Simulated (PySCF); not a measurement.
## How methods differ on the ionisation energy of Hg

Hg [Xe] 4f14 5d10 6s2 (1S) → Hg⁺ [Xe] 4f14 5d10 6s1 (2S), as a difference of total energies. Calculation: PySCF 2.14, in aug-cc-pwCVTZ-PP with ECP60MDF (8s8p7d4f3g, 122 functions); a scalar-relativistic core potential. Correlated levels: valence: 5s2 5p6 frozen; valence and next inner shell: nothing frozen outside the core potential. The calculations carry no spin-orbit coupling.

| method | ionisation energy (eV) | error (eV) |
| --- | --- | --- |
| UHF | 8.486 | -1.952 |
| LDA | 10.850 | +0.412 |
| PBE | 10.442 | +0.004 |
| PBE0 | 10.141 | -0.297 |
| r2SCAN | 10.326 | -0.112 |
| wB97M-V | 9.956 | -0.482 |
| HSE06 | 10.181 | -0.257 |
| wB97X-V | 9.954 | -0.484 |
| MP2 (valence) | 10.412 | -0.026 |
| SCS-MP2 (valence) | 10.338 | -0.100 |
| MP2 (valence and next inner shell) | 10.574 | +0.136 |
| SCS-MP2 (valence and next inner shell) | 10.449 | +0.011 |

Reference: 10.438 eV (measured; NIST Atomic Spectra Database, ionization energies).

Errors of the correlated levels include the incompleteness of this basis and the frozen core.
